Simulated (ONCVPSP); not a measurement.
**Logarithmic derivatives: argon, ONCV**

Ar, optimised norm-conserving Vanderbilt (ONCV), made with ONCVPSP 4.0.1 (BLYP, scalar-relativistic). Core [He], reference 2s2 2p6 3s2 3p4 (charge +2). Waves: 2s+3s: rc 0.40 bohr, ncon 5, nbas 10, qcut 31.5 1/bohr, 3 projectors, debl 1 Ha; 2p+3p: rc 0.65 bohr, ncon 4, nbas 7, qcut 17.6 1/bohr, 2 projectors; d scattering state at 0.06 Ha: rc 0.55 bohr, ncon 4, nbas 7, qcut 19.7 1/bohr, 1 projector. Local part: polynomial inside 0.30 bohr (lpopt 5, dvloc0 5.5 Ha). Core correction: Teter function, fcfact 5.75, rcfact 1.7.

In the s channel the program set the typed energies aside and used -12.014, -1.851, 0.250 Ha.

The phase is arctan(r·R′/R) of the radial function R(r), unwrapped; energies in Ha, scanned from -12 to 5 Ha. A pole is an energy at which the radial function vanishes at the test radius. The pseudo phase is shifted by a multiple of π to meet the all-electron one at the reference energy, and phase errors are pseudo minus all-electron; the curves can meet again beyond the range given. Levels narrower than the energy grid can be missing from the lists of poles.

| channel | radius (bohr) | reference energy (Ha) | poles, all-electron | poles, pseudo | unbroken range about the reference energy with phases within 0.05 rad | phase error 1 Ha above the reference energy (rad) |
| --- | --- | --- | --- | --- | --- | --- |
| s | 0.41 | -1.85 | none | none | the whole range | +0.000 |
| p | 0.66 | -1.30 | -7.34 | -7.34 | the whole range | +0.000 |
| d | 0.56 | 0.06 | none | none | the whole range | +0.000 |

Note: ghosts flagged at negative energy: s at -1860.0 eV; no localised positive-energy state flagged. A true bound ghost makes a file unfit for plane-wave use.

Phases in the d channel:

| E (Ha) | all-electron | pseudo |
| --- | --- | --- |
| -11.96 | 1.042 | 1.042 |
| -11.08 | 1.018 | 1.018 |
| -10.20 | 0.991 | 0.991 |
| -9.32 | 0.960 | 0.960 |
| -8.44 | 0.926 | 0.926 |
| -7.56 | 0.887 | 0.887 |
| -6.68 | 0.843 | 0.843 |
| -5.80 | 0.792 | 0.792 |
| -4.92 | 0.733 | 0.733 |
| -4.04 | 0.665 | 0.665 |
| -3.16 | 0.587 | 0.587 |
| -2.28 | 0.495 | 0.495 |
| -1.40 | 0.390 | 0.390 |
| -0.52 | 0.270 | 0.270 |
| 0.36 | 0.136 | 0.136 |
| 1.24 | -0.010 | -0.010 |
| 2.12 | -0.162 | -0.162 |
| 3.00 | -0.314 | -0.313 |
| 3.88 | -0.459 | -0.458 |
| 4.76 | -0.592 | -0.591 |
